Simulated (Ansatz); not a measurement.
Gas-phase electronic energies from Ansatz, PBE0-D4/def2-TZVP geometries. CCSD(T)/CBS adds triple-zeta CCSD(T) − MP2 to the extrapolated MP2 energy (def2 sets, frozen cores). DFT in def2-TZVPP. B3LYP here is the variant with VWN-RPA as its local correlation; programs differ in this. Elements past krypton have def2 core potentials. For Sb outer-core shells are correlated without core-valence functions, which leaves a few kJ/mol of doubt a bond. Each species was taken in one conformer, which may not be the lowest.

Reaction (isomerisation): `[CH3][AlH][SiH2][SbH2]` → `C[SiH]([AlH2])[SbH2]`

```json
{"level": "B3LYP-D4", "ΔE (kcal/mol)": "2.0"}
{"level": "r2SCANh-D4", "ΔE (kcal/mol)": "2.2"}
{"level": "ωB97M-V", "ΔE (kcal/mol)": "2.2"}
{"level": "r2SCAN", "ΔE (kcal/mol)": "2.3"}
{"level": "LC-ωPBE", "ΔE (kcal/mol)": "1.8"}
{"level": "MP2/def2-SVP", "ΔE (kcal/mol)": "2.0"}
{"level": "MP2/def2-TZVPP", "ΔE (kcal/mol)": "2.0"}
{"level": "HF/CBS(def2)", "ΔE (kcal/mol)": "1.6"}
```

Task: What does CCSD(T)/CBS give? (An estimate is asked.)

Result: Computed: +2.0 kcal/mol. The listed levels differ from it by 0.0, 0.2, 0.2, 0.3, -0.2, 0.0, 0.0, -0.4 kcal/mol.

Largest T1 diagnostic among the species: 0.014.

Leaving LDA and LC-ωPBE aside and taking each functional with its dispersion term where it has one, the values, not all of them listed here, spread over 1.9 kcal/mol, from B97M-V to B2PLYP.
